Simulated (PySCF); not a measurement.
C3H6GeO, SMILES [CH2]1[GeH2][CH2]C1=O.

Geometry optimised at B3LYP-D3(BJ)/def2-SVP. The structure was generated by enumeration, and PubChem lists no compound with its InChIKey, so it may never have been made.

Two levels are set side by side: TDA-PBE/def2-SVPD (PySCF) and TDA-M06-2X/def2-SVPD (PySCF). Vertical, same geometry. The lowest singlet is HOMO→LUMO 100 % with PBE and HOMO→LUMO 74 %, HOMO→LUMO+2 13 % with the other functional; states are paired by order. Differences are taken from unrounded values.

| quantity | TDA-PBE |
|---|---|
| lowest singlet excitation (eV) | 4.07 |
| lowest triplet excitation (TDA) (eV) | 3.57 |
| first bright state (f over 0.05) (eV) | 6.52 |
| its oscillator strength | 0.09 |

### Question
These are the TDA-PBE values. What does TDA-M06-2X give? (The exact figures need the calculation; the answer reports its results.)

### Answer

| quantity | TDA-M06-2X | TDA-PBE minus TDA-M06-2X |
|---|---|---|
| lowest singlet excitation (eV) | 4.14 | -0.07 |
| lowest triplet excitation (TDA) (eV) | 3.72 | -0.15 |
| first bright state (f over 0.05) (eV) | 7.42 | -0.90 |
| its oscillator strength | 0.19 | -0.10 |

Rough cost on one machine, each run with all the roots and properties that it gave: TDA-M06-2X against TDA-PBE about 10 times.
